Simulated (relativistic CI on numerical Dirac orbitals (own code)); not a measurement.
**Pr XXXII: q coefficients and field-shift factors**

Method of calculation: Dirac-Coulomb-Breit CI, separate exchange-only KLI orbitals for each configuration, derivatives by finite differences, unscaled Slater integrals, QED left out (own radial code, finite nucleus).

Configuration list (outside the closed core [Ne] 3s2): 3p6.3d10, 3p6.3d9.4s, 3p6.3d9.4p, 3p6.3d9.4d, 3p6.3d9.4f, 3p5.3d10.4s, 3p5.3d10.4p, 3p6.3d8.4s2. Levels of other configurations are missing.

With x = (α/α₀)² − 1 an excitation energy changes as ω = ω₀ + qx; K = 2q/ω₀ is the relative enhancement. Terms are leading LS components, so labels can repeat. The field-shift factor is F = δν/δ⟨r²⟩ for the transition from the lowest level.

Lowest level 3p6.3d10 1S_0.

| Level | ω₀ (cm⁻¹) | q (cm⁻¹) | K | F (GHz/fm²) |
| --- | --- | --- | --- | --- |
| 3p6.3d9.4s 3D_3 | 6417793 | -499900 | -0.156 | 465 |
| 3p6.3d9.4s 1D_2 | 6428398 | -498600 | -0.155 | 465 |
| 3p6.3d9.4s 3D_1 | 6589943 | -327600 | -0.0994 | 468 |
| 3p6.3d9.4s 3D_2 | 6597504 | -327800 | -0.0994 | 467 |
| 3p6.3d9.4p 3P°_2 | 6930457 | -446400 | -0.129 | 51.7 |
| 3p6.3d9.4p 3F°_3 | 6939861 | -449100 | -0.129 | 50.9 |
| 3p6.3d9.4p 3F°_2 | 7105005 | -276300 | -0.0778 | 52.9 |
| 3p6.3d9.4p 3D°_1 | 7121135 | -269500 | -0.0757 | 52.7 |
| 3p6.3d9.4p 3F°_4 | 7178076 | -169400 | -0.0472 | 37.3 |
| 3p6.3d9.4p 1D°_2 | 7190185 | -172800 | -0.0481 | 38.2 |
| 3p6.3d9.4p 1P°_1 | 7195760 | -171200 | -0.0476 | 39.1 |
| 3p6.3d9.4p 3D°_3 | 7206607 | -168700 | -0.0468 | 37.4 |
| 3p6.3d9.4p 3P°_0 | 7328763 | 4261 | 0.00116 | 40.3 |
| 3p6.3d9.4p 3D°_1 | 7358157 | -561.2 | -0.000153 | 39.9 |
| 3p6.3d9.4p 3F°_3 | 7358638 | 2457 | 0.000668 | 39.5 |
| 3p6.3d9.4p 3D°_2 | 7373852 | 2158 | 0.000585 | 39.6 |
| 3p6.3d9.4d 3S_1 | 7963147 | -140800 | -0.0354 | 40.7 |
| 3p6.3d9.4d 3G_4 | 7996097 | -149100 | -0.0373 | 40.5 |
| 3p6.3d9.4d 3D_2 | 8001965 | -146700 | -0.0367 | 40.6 |
| 3p6.3d9.4d 3F_3 | 8015513 | -147100 | -0.0367 | 40.6 |
| 3p6.3d9.4d 1P_1 | 8032232 | -101400 | -0.0253 | 41.1 |
| 3p6.3d9.4d 3G_5 | 8039396 | -97500 | -0.0243 | 41.2 |
| 3p6.3d9.4d 3D_3 | 8060525 | -96670 | -0.024 | 41.2 |

At this charge energies of transitions that change n are usually good to better than 1 %, and those within a shell (Δn = 0) to a few per cent.
